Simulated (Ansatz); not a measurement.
# Reading a saddle point

A first-order saddle point of AlH$_{3}$OF$_{2}$, closed shell, PBE0-D4/def2-TZVP, with one imaginary mode of 1217i cm⁻¹:

Al1  (-0.641, -0.091, -0.283)
O2  (1.006, 0.631, -0.034)
F3  (-0.594, -1.479, -1.162)
F4  (-1.864, 0.979, -0.487)
H5  (0.582, 0.081, 0.989)
H6  (-0.292, -0.377, 1.398)
H7  (1.804, 0.257, -0.421)
(Å)

Computed with Ansatz 0.2.0 (basis: def2-TZVPP and def2-QZVPP); correlated methods freeze the cores. Extrapolation: Hartree–Fock as exp(−7.88 √X), correlation as X^−2.97.

Question: Which contacts change along the imaginary mode, and what lies on either side? (A judgement: the text doesn't fix the answer.)

Answer: Computed: The step is AlHOF₂ ([OH][Al]([F])[F]) + H₂ → AlHF₂ ([F][AlH][F]) + H₂O (still joined by a long Al–O bond), with the molecules in contact on both sides. Shortening one way: Al1–H6, O2–H5; lengthening the same way: Al1–O2, H5–H6.
```
  pair  one side (Å)  saddle (Å)  other side (Å)
Al1–H6          2.20        1.74            1.58
 O2–H5          2.62        1.24            0.96
Al1–O2          1.68        1.81            1.97
 H5–H6          0.76        1.07            2.85
```

Question: Which side is lower, and how far does the saddle lie above each? (Judge from chemistry; the value comes from the calculation.)

Answer: Computed: The side with Al1–O2, H5–H6 short is lower by 16.4 kJ/mol; the saddle lies 105.2 kJ/mol above it and 88.8 kJ/mol above the other (CCSD(T) at an estimated basis limit (MP2 extrapolated from triple and quadruple zeta, plus CCSD(T) − MP2 in triple zeta); electronic energies).

T1 diagnostic: at most 0.013.

Labels in which every atom is bracketed show which atoms are joined, not bond orders.

For scale, one of the runs: CCSD(T)/def2-TZVPP, 177 basis functions (an equivalent command: `ansatz run in.yaml --threads 2`). Hardware: 2 CPU threads, shared host. Wall time 30 s; peak host memory 1.8 GiB.
